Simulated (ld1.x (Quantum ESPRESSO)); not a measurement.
**Er, ultrasoft: configuration errors across variants**

Er (Z = 68), ultrasoft, made with ld1.x (Quantum ESPRESSO) 7.5 (PBEsol, non-relativistic). Core [Kr] 4d10, reference 4f11.5 5s2 5p6 5d0.5 6s2 6p0. Waves: 5s (bound): rcut 1.75, rcutus 1.85 bohr; 6s (bound): rcut 1.75, rcutus 1.85 bohr; 5p (bound): rcut 2.20, rcutus 2.35 bohr; 6p (bound, empty): rcut 2.20, rcutus 2.35 bohr; 5d (bound): rcut 2.30, rcutus 2.90 bohr; 5d channel at 4.1 Ry: rcut 2.30, rcutus 2.90 bohr; 4f (bound): rcut 1.10, rcutus 1.30 bohr; 4f channel at 0.25 Ry: rcut 1.10, rcutus 1.30 bohr. Local part: all-electron potential smoothed inside 2.50 bohr (lloc = -2). Core correction: a·sin(br)/r model core inside 1.30 bohr. Augmentation charge: PSQ, inside the norm-conserving radii.

All-electron excitation energies from the reference (eV): (1) 4f12 5s2 5p6 5d0 6s2 6p0 -3.581; (2) 4f12 5s2 5p6 5d0 6s1 6p0 2.346; (3) 4f12 5s2 5p6 5d0 6s0 6p0 13.292; (4) 4f11 5s2 5p6 5d0 6s2 6p0 11.742; (5) 4f12 5s2 5p6 5d0 6s1.5 6p0 -1.221; (6) 4f12 5s2 5p6 5d1 6s1 6p0 -1.536; (7) 4f12 5s2 5p6 5d1 6s0 6p0 3.668.

The overlap operator is not positive definite (basis up to 400 Ry) in “local potential all-electron potential smoothed inside 1.00 bohr (lloc = -2)”. Such files are unfit for use, however small their errors in these radial tests.

Errors AE − PS in meV (a dash: test not solved or not reliable):

| change | (1) | (2) | (3) | (4) | (5) | (6) | (7) | bound ghosts |
| --- | --- | --- | --- | --- | --- | --- | --- | --- |
| base | -116 | -109 | -88 | -124 | -114 | -91 | -77 | none |
| waves 5p (bound): rcut 2.16, rcutus 2.30 bohr; 6p (bound): rcut 2.16, rcutus 2.30 bohr | -121 | -120 | -110 | -95 | -121 | -74 | -56 | none |
| core correction a·sin(br)/r model core inside 1.48 bohr | -115 | -109 | -87 | -124 | -113 | -91 | -77 | none |
| wave 4f channel at 0.25 Ry: rcut 1.10, rcutus 1.30 bohr becomes 4f channel at 0.51 Ry: rcut 1.10, rcutus 1.30 bohr | -101 | -94 | -72 | -108 | -99 | -78 | -64 | none |
| waves 5d (bound): rcut 1.68, rcutus 1.78 bohr; 5d channel at 4.1 Ry: rcut 1.68, rcutus 1.78 bohr | -70 | -63 | -41 | -180 | -67 | -108 | -121 | none |
| local potential all-electron potential smoothed inside 1.00 bohr (lloc = -2) | -70 | -66 | -52 | -163 | -69 | -58 | -54 | not determined (overlap not positive) |

(1) Give the same row for: local potential all-electron potential smoothed inside 2.34 bohr (lloc = -2).

Answers

(1) -110, -104, -82, -118, -108, -89, -73; bound ghosts: none.
